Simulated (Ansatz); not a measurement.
Consider the isomerisation: `O=C1N[SiH2]1` → `O[SiH]1C=N1`.

Computed with Ansatz on PBE0-D4/def2-TZVP structures; ΔE is electronic, products minus reactants. CBS: MP2 limit from def2 TZ/QZ plus the TZ coupled-cluster correction, frozen cores. Functionals use def2-TZVPP. One conformer a species, not always the lowest.

(1) Is it downhill or uphill in electronic energy at CCSD(T)/CBS, and by how much? (An estimate is asked.)

(2) What do these levels give: LDA (SPW92), BLYP-D4, r2SCANh-D4, BHLYP-D4, PBE-QIDH, BLYP, r2SCANh, SCS-MP2/def2-TZVPP, CCSD/def2-TZVPP, HF/def2-QZVPP, SCS-MP2/def2-QZVPP, MP2/CBS(def2)? (Estimate.)

Largest T1 diagnostic among the species: 0.018.

Results:

(1) The calculation gave: Downhill: ΔE = -19.4 kcal/mol.

(2) Computed: LDA (SPW92) -6.5, BLYP-D4 -10.6, r2SCANh-D4 -13.4, BHLYP-D4 -17.0, PBE-QIDH -15.7, BLYP -10.5, r2SCANh -13.4, SCS-MP2/def2-TZVPP -18.7, CCSD/def2-TZVPP -19.3, HF/def2-QZVPP -21.1, SCS-MP2/def2-QZVPP -19.5, MP2/CBS(def2) -19.6 kcal/mol.

From BLYP to BHLYP (50 % exact exchange), in def2-TZVPP and without D4, ΔE moves by −6.4 kcal/mol. Leaving LDA and LC-ωPBE aside and taking each functional with its dispersion term where it has one, the values, not all of them listed here, spread over 8.6 kcal/mol, from BHLYP-D4 to PBE-D4. LDA lies +1.8 kcal/mol from PBE without D4.
